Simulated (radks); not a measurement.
Excited configurations of V XXII: one electron is placed in a higher orbital outside 1s1. The ground configuration is [He]. All-electron calculation, Dirac Kohn-Sham, PBEsol, spin-unpolarised, spherical densities, finite nucleus; open shells fill j = l - 1/2 first; Fermi nuclear charge, rms radius 3.6002 fm. Program: a radial shooting solver on a logarithmic mesh with Libxc functionals. Excitation = E - E(ground); binding = E(ion) - E, where the ion is the core of charge +22; n* = 22/sqrt(2 binding) in atomic units. These energies are relativistic, and a one-electron ion of charge +22 with no core already has n* below n in this formula (Dirac formula, point nucleus: 3s1/2 2.990, 3d3/2 2.997, 4s1/2 3.989, 4f5/2 3.998, 5d3/2 4.995, 7p1/2 6.988). The quantum defect is therefore taken as that value minus n*, so that it holds no relativistic shift of the bare ion.

outer orbital  excitation (eV)  binding (eV)     n*  quantum defect  eigenvalue (eV)
3s1/2                   6132.8        746.01  2.971           0.019          -730.04
3d3/2                   6149.8        728.98  3.006          -0.009          -708.85
4s1/2                   6460.4        418.47  3.967           0.023          -409.94
4f5/2                   6469.2        409.63  4.009          -0.011          -398.24
5d3/2                   6614.5        264.31  4.991           0.004          -258.55
7p1/2                   6743.0        135.80  6.964           0.025          -133.22

The Delta-SCF ionisation energy is 6878.8 eV (NIST Atomic Spectra Database: 6851.3 eV, theoretical). Self-interaction in the functional shifts the binding energies and quantum defects, so they are the method's values and not measured ones. Spin polarisation and multiplet splitting are left out, so open shells lie too high by an amount that depends on their filling.

Beside tabulated values, note that spin-unpolarised runs miss the spin-polarisation part of the exchange energy of open shells.
